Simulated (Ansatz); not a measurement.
Stepwise reaction of `O[Si]([SiH3])([SiH3])S` with hydrogen, as a gas-phase model of exchange steps in deposition or etching. ΔE in kJ/mol.

Isolated molecules relaxed with PBE0-D4/def2-TZVP in Ansatz; ΔE leaves out vibrations. CBS: MP2 limit from def2 TZ/QZ plus the TZ coupled-cluster correction, frozen cores. This one scheme is used for every species. Functionals use def2-TZVPP. B3LYP here is the variant with VWN-RPA as its local correlation; programs differ in this. Each species was taken in one conformer, which may not be the lowest.

| step | reaction | PBE-D4 | B3LYP-D4 | ωB97M-V | CCSD(T)/CBS |
| --- | --- | --- | --- | --- | --- |
| 2 | `O[SiH]([SiH3])S` + H₂ → `O[SiH2]S` + SiH₄ | -11.7 | -26.0 | -31.8 | -26.7 |

(1) Give the row of step 1, `O[Si]([SiH3])([SiH3])S` + H₂ → `O[SiH]([SiH3])S` + SiH₄. (Best estimate.)

(2) By hand: ΔE of the 2 steps together at CCSD(T)/CBS.

## Answers

(1) Ansatz gave: 
| step | reaction | PBE-D4 | B3LYP-D4 | ωB97M-V | CCSD(T)/CBS |
| --- | --- | --- | --- | --- | --- |
| 1 | `O[Si]([SiH3])([SiH3])S` + H₂ → `O[SiH]([SiH3])S` + SiH₄ | 1.6 | -13.6 | -20.4 | -15.4 |

(2) (-15.4) + (-26.7) = -42.1 kJ/mol, or -21.1 kJ/mol a step.

In ΔE each step is lower than the one before. All are downhill at CCSD(T)/CBS. PBE-D4 differs from CCSD(T)/CBS by 15.0 to 17.0 kJ/mol a step. Isolated molecules leave out the surface, adducts and barriers. Largest T1 diagnostic: 0.013.
